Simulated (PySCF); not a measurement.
# Selenium: a sound run and one with changed settings

Sound run: Se+ [Ar] 3d10 4s2 4p3, Se(2+) [Ar] 3d10 4s2 4p2. All numbers are calculated (PySCF 2.14, the spin-free X2C one-electron Hamiltonian (Gaussian nucleus), in x2c-SVPall (5s4p3d, 32 functions)). The sound run starts from symmetry-adapted Hartree-Fock orbitals and uses a fine grid where one is needed.

Changed run: 26 angular points. This setting is unsound on purpose.

```tsv
species	method	sound run (hartree)	changed run (hartree)	converged
Se+	UHF	-2427.32952	-2427.32952	yes
Se+	TPSS	-2428.97028	-2428.97028	yes
Se+	PBE0	-2428.75190	-2428.75190	yes
Se(2+)	UHF	-2426.56207	-2426.56207	yes
Se(2+)	TPSS	-2428.18424	-2428.18436	yes
Se(2+)	PBE0	-2427.96397	-2427.96400	yes
```

Ionisation energy of Se+:

| method | sound run (eV) | changed run (eV) |
| --- | --- | --- |
| UHF | 20.883 | 20.883 |
| TPSS | 21.389 | 21.386 |
| PBE0 | 21.441 | 21.440 |

A coarse angular grid integrates products of high-l functions wrongly, so density functionals can shift, and the SCF can exploit the error; Hartree-Fock and MP2 need no grid.

For comparison, NIST gives 21.196 ± 0.01 eV between the lowest levels.
